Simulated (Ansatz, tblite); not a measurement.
Forces on Ag(NH3)Cl (AgNClH₃) at its PBE-D4/def2-TZVP geometry. Charge 0, multiplicity 1.

In the def2 sets Ag takes a core potential; there is no spin–orbit coupling. The xTB rows come from tblite.

GFN1-xTB (tblite), largest force 1.11 eV/Å:

```xyz
6
positions Å, forces eV/Å
Ag    1.000    0.243    0.700    0.060    0.015    0.042
N    -0.732   -0.178   -0.512   -0.891   -0.217   -0.623
H    -1.402   -0.765   -0.010    0.441    0.376   -0.307
H    -0.473   -0.669   -1.371   -0.148    0.315    0.556
H    -1.214    0.683   -0.781    0.322   -0.541    0.182
Cl    2.821    0.686    1.974    0.215    0.052    0.150
```

GFN2-xTB (tblite), largest force 1.08 eV/Å:

```
Ag 0.865 0.210 0.605
N -0.632 -0.154 -0.443
H 0.162 0.187 -0.225
H -0.161 0.154 0.249
H 0.097 -0.317 0.044
Cl -0.331 -0.080 -0.232
```

PBE-D4/def2-TZVP (Ansatz), largest force 0.00 eV/Å:

```
Ag -0.002 0.000 -0.001
N -0.002 -0.001 -0.001
H 0.000 0.000 0.000
H 0.000 0.000 0.000
H 0.000 0.000 0.000
Cl 0.003 0.001 0.002
```
